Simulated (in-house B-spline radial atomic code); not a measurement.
RPA and G0W0 for F²⁺, [He] 2s2 2p3, highest spin, as one setting changes: the radius of a hard wall (bohr). Start: PBE0. A dash marks a level of low quasi-particle weight. Computed with an all-electron radial atomic-structure program (B-spline basis): all electrons, non-relativistic, point nucleus, each spin shell either full or empty, empty states to l = 9 with an (l + 1/2)⁻⁴ tail; G0W0 by contour deformation at full frequency.

```tsv
radius of a hard wall (bohr)	mean-field level (eV)	G0W0 level (eV)	RPA correlation (Eh)
2	-46.75	2p up -56.36	-0.34359
2.5	?	?	?
3	-54.27	2p up -62.31	-0.34059
3.5	-54.70	2p up -62.52	-0.34077
4	-54.80	2p up -62.54	-0.34084
5	-54.82	2p up -62.54	-0.34084
6	-54.82	2p up -62.54	-0.34082
8	?	?	?
12	-54.82	2p up -62.54	-0.34076
```

Question: What belongs in the row for 2.5?

Answer: mean-field level (eV): -52.63; G0W0 level (eV): 2p up -61.18; RPA correlation (Eh): -0.34061.

Question: What belongs in the row for 8?

Answer: mean-field level (eV): -54.82; G0W0 level (eV): 2p up -62.54; RPA correlation (Eh): -0.34079.
